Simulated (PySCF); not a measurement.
**Worked example: oscillator strength and radiative lifetime**

AlClI2, SMILES [I][Al]([I])[Cl].

Geometry optimised at r2SCAN-D4/def2-SVP. The def2 effective core potentials stand for the cores of I; spin–orbit coupling is left out.

PySCF with TDDFT-PBE0/def2-SVPD puts the first singlet state with f over 0.02 at 5.31 eV (vertical), with the transition dipole (0.000, 0.000, -0.423) in atomic units.

**Question.** Find the oscillator strength, the wavelength and the radiative lifetime that this transition would have in vacuum if emission retraced absorption.

**Answer.** 
|μ|² = 0.1789 au, so |μ| = 1.08 D. ΔE = 5.31/27.211 = 0.1951 hartree. f = (2/3) ΔE |μ|² = 0.023 (the program prints 0.023).
λ = 1239.84/5.31 = 233 nm; ν = 42828 cm⁻¹.
Einstein's coefficient A = 0.6670 ν² f s⁻¹ (ν in cm⁻¹) = 2.8e7 s⁻¹, so τ = 1/A = 35 ns. This state is S4; the lower singlets have f = 0.009, 0.000, 0.000. The figure is the radiative limit of this one transition; relaxation, internal conversion, crossing to triplets and a medium change what is measured.
